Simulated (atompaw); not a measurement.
## Building the PAW (atompaw) potential for iron (PBE, scalar-relativistic).

atompaw 4.2.0.5 input, output lines left out:

```
Fe 26
GGA-PBE scalarrelativistic loggrid 1500 logderivrange -3 5 201
4 4 3 0 0 0
4 1 0
3 2 6
0 0 0
c
c
c
v
c
c
v
v
2
3.00 2.20 2.35 2.45
y
0.15
n
y
0.25
n
y
3.7
n
custom rrkj gramschmidtortho besselshape
3 0 troulliermartins
3.00
3.00
3.00
3.00
1.05
1.05
```

Calculated quality:

```json
{
 "Cutoffs needed": "100 Ry and 160 Ry (the cutoffs (Ry, on a coarse ladder) from which the occupation-weighted sum of valence levels, in a spherical-Bessel basis at the reference potential, stays within 10 and 1 mRy of its value at 400 Ry)",
 "Ghost test": "no extra level below or beside the all-electron valence levels (s, p, d, f tested) (spherical-Bessel basis up to 400 Ry, 20 bohr box)",
 "Lowest eigenvalue of the overlap operator": "0.32 (s channel)",
 "Overlap eigenvalues printed by atompaw (projector basis)": "0.00873, 0.121, 0.939, 3.13, 8.27, 363",
 "Share of each valence orbital outside the PAW sphere": "4s 42 %, 4p 75 %, 3d 2 %"
}
```

Generation and tests took about 7.7 s on one core of a shared server CPU.
